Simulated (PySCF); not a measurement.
CaCl₂, SMILES [Cl][Ca][Cl].

Geometry optimised at r2SCAN-D4/def2-TZVP. The isomer is the one that the SMILES or the coordinates give; other isomers of the formula were not compared.

Two levels are set side by side: PBE/def2-TZVPD (PySCF) and ωB97X/def2-TZVPD (PySCF). Same geometry, gas phase. Differences are taken from unrounded values.

```tsv
quantity	PBE
orbital gap (eV)	4.13
highest occupied level (eV)	-7.01
lowest empty level (eV)	-2.89
mean polarisability (bohr³)	61.3
```

These are the PBE values. What does ωB97X give? (Estimate from the structure and the level; the computed values follow.)


```json
[
 {"quantity": "orbital gap (eV)", "ωB97X": "10.49", "PBE minus ωB97X": "-6.37"},
 {"quantity": "highest occupied level (eV)", "ωB97X": "-10.77", "PBE minus ωB97X": "3.75"},
 {"quantity": "lowest empty level (eV)", "ωB97X": "-0.27", "PBE minus ωB97X": "-2.61"},
 {"quantity": "mean polarisability (bohr³)", "ωB97X": "55.2", "PBE minus ωB97X": "6.0"}
]
```

Without exact exchange PBE keeps part of each electron's self-repulsion, which lifts occupied levels and narrows the gap. Loosely held outer electrons make PBE densities more polarisable. Differences between two approximate levels are no errors against the true value.

Rough cost on one machine, each run with all the roots and properties that it gave: ωB97X against PBE within a factor of 2.
